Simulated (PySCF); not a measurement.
Compound: C4HBF2.
SMILES: `C(#CB(F)F)C#C`

Method: EOM-IP-CCSD/aug-cc-pVDZ in PySCF, restricted Hartree–Fock reference, frozen core, non-relativistic, gas phase, PBE0-D3(BJ)/def2-SVP geometry.

The vertical ionisation energies are 10.50, 10.63, 13.13, 13.17, 14.95, 15.56, 15.93, 17.61 eV.

Which Hartree–Fock orbital leads each hole, and what is its Koopmans value −ε?

```
leading hole (HF orbital)  Koopmans (eV)  EOM-IP-CCSD (eV)  change (eV)  one-hole share
                     HOMO          10.44             10.50        +0.06            0.96
                   HOMO-1          10.57             10.63        +0.06            0.96
                   HOMO-3          13.84             13.13        -0.71            0.93
                   HOMO-2          13.79             13.17        -0.62            0.93
                   HOMO-4          17.30             14.95        -2.35            0.94
                   HOMO-5          18.10             15.56        -2.54            0.94
                   HOMO-6          18.27             15.93        -2.34            0.94
                   HOMO-7          19.80             17.61        -2.19            0.93
```

Does the order of the lines follow the orbital energies?

No: the HOMO-3 hole (13.13 eV) falls below the HOMO-2 hole (13.17 eV). The corrections run from -2.54 to +0.06 eV, with a mean of -1.33 eV over the 8 lines; EOM-IP-CCSD lies above the Koopmans value for HOMO and HOMO-1. Koopmans values leave out both the relaxation of the orbitals and the change in correlation energy.

At what kinetic energies would He II light (40.81 eV) eject these electrons?

30.31 eV (HOMO), 30.18 eV (HOMO-1), 27.68 eV (HOMO-3), 27.64 eV (HOMO-2), 25.86 eV (HOMO-4), 25.25 eV (HOMO-5), 24.88 eV (HOMO-6), 23.20 eV (HOMO-7).

What total energy has the lowest final state, and which wavelength reaches it?

E(CCSD) + ionisation energy = -376.66520 + 0.38572 = -376.27948 Eh, at the geometry of the initial state. The threshold wavelength is 1239.84 eV nm/10.50 eV = 118.1 nm.

Lines less than 0.15 eV apart could change places at a higher level. One root was sought for each valence orbital with −ε under 21 eV, eight at most, so deeper holes and satellites are missing; no vibrational structure.
